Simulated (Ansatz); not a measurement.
## Which method gave which barrier?

Saddle point of CH$_{8}$OSn, closed shell (CH₆OSn ([CH3][O][SnH3]) + H₂ → CH₄O ([CH3][OH]) + SnH₄; bonds formed: Sn1–H8, O2–H7; bonds broken: Sn1–O2, H7–H8), PBE0-D4/def2-TZVP structure:

```
atom    x (Å)    y (Å)    z (Å)
 Sn1  -0.2394   1.4620   0.4132
  O2   0.5616  -0.3354  -0.4902
  C3  -0.1617  -1.5315  -0.6964
  H4  -1.5033   1.3814  -0.7553
  H5   0.6783   2.8676   0.1341
  H6  -0.9618   1.3294   1.9530
  H7   1.2298  -0.1465   0.4750
  H8   1.4623   0.5238   1.2479
  H9  -0.4439  -1.9996   0.2540
 H10  -1.0704  -1.3182  -1.2652
 H11   0.4486  -2.2329  -1.2701
```

Ansatz 0.2.0; basis: def2-TZVPP, with def2-QZVPP for the basis limit; cores frozen in the correlated methods. Filled d shells of the heavier atoms are correlated. Core potentials replace the inner electrons of the atoms past krypton. The def2 sets are not built for correlating such inner shells, so the correlated values are less sure here. Extrapolation: Hartree–Fock as exp(−7.88 √X), correlation as X^−2.97. Four methods, as single points on the PBE0-D4 structures, gave these electronic barriers from the start structure: 1.154, 1.279, 1.500, 1.944 eV.

(1) The methods were, in alphabetical order, CCSD(T), HF, PBE-D4, PBE0-D4. Which gave which? (Judge from chemistry; the calculation decides.)

T1 diagnostic: at most 0.015.

Answers

(1) By the calculation: PBE-D4 1.154; PBE0-D4 1.279; CCSD(T) 1.500; HF 1.944 eV. For comparison, CCSD(T) at an estimated basis limit (MP2 extrapolated from triple and quadruple zeta, plus CCSD(T) − MP2 in triple zeta) gives 1.484 eV.

Labels in which every atom is bracketed show which atoms are joined, not bond orders.

For scale, one of the runs: CCSD(T)/def2-TZVPP, 224 basis functions, launched by `ansatz run in.yaml --threads 4 --pin off --events-out ev --progress --plain --max-ram 9574MiB`. Hardware: 4 CPU threads of an Arm Neoverse V2, shared host. Wall time 88 s; peak host memory 4 GiB.
